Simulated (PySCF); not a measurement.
1-fluoro-3-methylidenecyclobutane (C5H7F), SMILES C1(CC(C1)F)=C. Heavy atoms are numbered as in [CH2:1]=[C:2]1[CH2:3][CH:4]([F:5])[CH2:6]1. Hydrogens are named by the atom that carries them.

Coordinates come from a B3LYP-D3(BJ)/def2-SVP optimisation.

Computed with PBE0/pcSseg-1 in PySCF.

GIAO shieldings, no solvent; atoms alike by connectivity are averaged. δ = σ(ref) − σ: ¹³C against TMS (σ = 186.3 ppm); ¹⁹F against CFCl3 (σ = 167.2 ppm); ¹H against TMS (σ = 31.56 ppm), references at their B3LYP-D3(BJ)/def2-TZVP geometries, non-relativistic.

```
nucleus     atoms  count  δ (ppm)
-------  --------  -----  -------
¹³C            C2      1    148.5
¹³C      C1 (CH2)      1    118.2
¹³C       C4 (CH)      1     85.8
¹³C      C3 (CH2)      2     46.6
¹⁹F            F5      1   -193.2
¹H        H on C1      2     5.65
¹H        H on C4      1     5.05
¹H        H on C3      4     3.22
```
